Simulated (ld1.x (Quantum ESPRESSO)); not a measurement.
**Transferability test, PAW potential for Au**

```json
{
 "Element": "gold (Au)",
 "Generator": "ld1.x (Quantum ESPRESSO) 7.5",
 "Type": "PAW",
 "Functional": "LDA (PZ)",
 "Relativity": "scalar-relativistic",
 "Frozen core": "[Kr] 4d10 4f14",
 "Valence charge": "19",
 "Reference configuration": "5s2 5p6 5d8 6s0 6p0 (charge +3)",
 "Partial waves": "5s (bound): rcut 1.20, rcutus 1.35 bohr; 6s (bound, empty): rcut 1.20, rcutus 1.35 bohr; 5p (bound): rcut 1.35, rcutus 1.50 bohr; 6p (bound, empty): rcut 1.35, rcutus 1.50 bohr; 5d (bound): rcut 1.35, rcutus 1.85 bohr; 5d channel at -2.6 Ry: rcut 1.35, rcutus 1.85 bohr",
 "Local potential": "all-electron potential smoothed inside 1.05 bohr (lloc = -1)",
 "Core correction": "Bessel-smoothed model core inside 0.85 bohr",
 "Augmentation charge": "GAUSS, radius 1.35 bohr"
}
```

Energies are relative to the spin-unpolarised reference configuration 5s2 5p6 5d8 6s0 6p0; without spin polarisation the order of configurations can differ from experiment. Spin-polarised rows fill each open shell by Hund’s rule, majority spin first.

```tsv
valence configuration	charge	ΔE all-electron (eV)	error AE − PS (meV)
5s2 5p6 5d10 6s1 6p0	0	-65.442	+16
5s2 5p6 5d10 6s0 6p0	+1	-55.668	+8.4
5s2 5p6 5d9 6s0 6p0	+2	-34.167	+6.7
5s2 5p6 5d9 6s1 6p1	0	-57.925	+17
5s2 5p5 5d10 6s1 6p0	+1	0.958	-61
5s2 5p6 5d10 6s0.5 6p0	+0.5	-61.495	+12
5s2 5p6 5d7 6s0 6p0	+4	47.998	-18
5s2 5p6 5d8 6s0 6p0 (spin-polarised)	+3	-0.612	-1.5
5s2 5p6 5d10 6s1 6p0 (spin-polarised)	0	-65.576	+16
```

Levels in the configuration 5s2 5p6 5d10 6s0.5 6p0:

```json
{"level": "5s", "all-electron (eV)": "-112.913", "pseudo (eV)": "-112.898"}
{"level": "5p", "all-electron (eV)": "-64.217", "pseudo (eV)": "-64.205"}
{"level": "5d", "all-electron (eV)": "-11.231", "pseudo (eV)": "-11.231"}
{"level": "6s", "all-electron (eV)": "-9.744", "pseudo (eV)": "-9.748"}
```

Note: ghost state, extra bound levels that the all-electron valence spectrum of the same l lacks: s at -22.9 eV. A true bound ghost makes a file unfit for plane-wave use.
